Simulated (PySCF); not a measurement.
## Ionisation energy of Eu³²⁺ by level of theory

Eu³²⁺ [Ar] 3d10 4s2 4p1 [4p1/2^1, M_J = 1/2] → Eu³³⁺ [Ar] 3d10 4s2, as a difference of total energies. Calculation: PySCF 2.14, in an uncontracted even-tempered set (17 s from 3.1 bohr⁻², ratio 2.8; 13 p from 4.1 bohr⁻², ratio 2.8; 8 d from 7.2 bohr⁻², ratio 2.8; 4 f from 18 bohr⁻², ratio 3); the two-component X2C-1e Hamiltonian. Correlated levels: [Ne] frozen; the 74 highest virtual spinors dropped. "Screened" scales the spin-orbit matrix elements by Boettger's factors to mimic the two-electron term; Breit and QED terms are absent.

Problem. Order these methods by the ionisation energy they give, lowest first.
A. GMP2 (spin-free)
B. GHF (screened spin-orbit)
C. GHF (spin-free)
D. GMP2 (screened spin-orbit)

Solution. C (1263.6 eV), A (1264.4 eV), B (1292.5 eV), D (1293.3 eV).

Breit and QED terms and the two-electron picture change are absent.

The spin-free rows lack the spin-orbit shift.

For comparison: 1296 ± 4 eV (theoretical estimate listed by NIST; NIST Atomic Spectra Database, ionization energies).
